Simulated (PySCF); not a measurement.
## Worked example: chemical shift, span and skew from a shielding tensor

N-silylprop-2-yn-1-amine (C₃H₇NSi), SMILES C#CCN[SiH3]. Atoms are numbered in the order given.

```xyz
12

C      2.1755     1.6020     0.3493
C      1.5760     0.5526     0.4785
C      0.8289    -0.7074     0.5854
N     -0.1846    -0.9096    -0.4406
Si    -1.7405    -0.1249    -0.3823
H      2.7039     2.5312     0.2421
H      0.3408    -0.7504     1.5765
H      1.5460    -1.5494     0.5762
H      0.2269    -1.0280    -1.3641
H     -2.3285    -0.4089     0.9610
H     -2.5708    -0.7260    -1.4662
H     -1.7415     1.3642    -0.5686
```
Charge 0, spin multiplicity 1.

Geometry optimised at r2SCAN-D4/def2-SVP. Other conformers were not sampled.

GIAO shieldings from PBE0/pcSseg-1 (PySCF), non-relativistic, no solvent. The symmetric part of the tensor of C2 has the principal values -6.0, 2.1, 297.2 ppm. The same nucleus in TMS has σ = 186.3 ppm at this level (PySCF, at its B3LYP-D3(BJ)/def2-TZVP geometry).

**Question.** Work out the isotropic shielding, the ¹³C shift against TMS, the span and the skew.

**Answer.** 
σ(iso) = (σ11 + σ22 + σ33)/3 = 97.8 ppm. δ = σ(ref) − σ(iso) = 186.3 − (97.8) = 88.5 ppm.
Span Ω = σ33 − σ11 = 303.2 ppm. Skew κ = 3(σ(iso) − σ22)/Ω = 0.95. Tumbling in solution averages the tensor to δ; in a static solid the shielding alone would spread this spin-1/2 line over Ω.
